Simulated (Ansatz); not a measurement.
## Ligand exchange: C2H9NSi + InH2(OH) → C2H8OSi + InH2(NH2)

Species: C2H9NSi `CC[SiH2]N`, singlet; InH2(OH), singlet; C2H8OSi `CC[SiH2]O`, singlet; InH2(NH2), singlet. The partners trade NH2 for OH: Si–NH2 and In–OH bonds give way to Si–OH and In–NH2.

Shapes, held fixed at every level: PBE0-D4/def2-TZVP. Flexible molecules stand in one conformer, not always the lowest. Programs: Ansatz 0.2.0. The zero-point and thermal change to 298 K, harmonic and unscaled (PBE0-D4/def2-TZVP), is -0.2 kJ/mol.

```json
{"level": "SPW92/def2-TZVPP", "kind": "LDA", "ΔH(298 K) (kJ/mol)": "-26.2", "less CCSD(T)/def2-TZVPP": "+0.7"}
{"level": "BHLYP-D4/def2-TZVPP", "kind": "global hybrid", "ΔH(298 K) (kJ/mol)": "-27.1", "less CCSD(T)/def2-TZVPP": "-0.2"}
{"level": "PBE0-D4/def2-TZVPP", "kind": "global hybrid", "ΔH(298 K) (kJ/mol)": "-23.1", "less CCSD(T)/def2-TZVPP": "+3.8"}
{"level": "r2SCAN0-D4/def2-TZVPP", "kind": "global hybrid", "ΔH(298 K) (kJ/mol)": "-25.5", "less CCSD(T)/def2-TZVPP": "+1.4"}
{"level": "B2PLYP/def2-TZVPP", "kind": "double hybrid", "ΔH(298 K) (kJ/mol)": "-24.8", "less CCSD(T)/def2-TZVPP": "+2.1"}
{"level": "MP2/def2-TZVPP", "kind": "perturbation theory", "ΔH(298 K) (kJ/mol)": "-27.5", "less CCSD(T)/def2-TZVPP": "-0.6"}
{"level": "CCSD(T)/def2-TZVPP", "kind": "coupled cluster or CI", "ΔH(298 K) (kJ/mol)": "-26.9", "less CCSD(T)/def2-TZVPP": "0.0"}
```

The highest level, CCSD(T)/def2-TZVPP, gives ΔH(298 K) = -26.9 kJ/mol; the levels span -27.5 to -23.1. The column of differences is taken from that level and isn't an error. No measured value is set beside it here. For atoms past krypton def2 sets carry core potentials with scalar relativity. Correlated rows may include outer-core shells of In, which these sets cover unevenly.
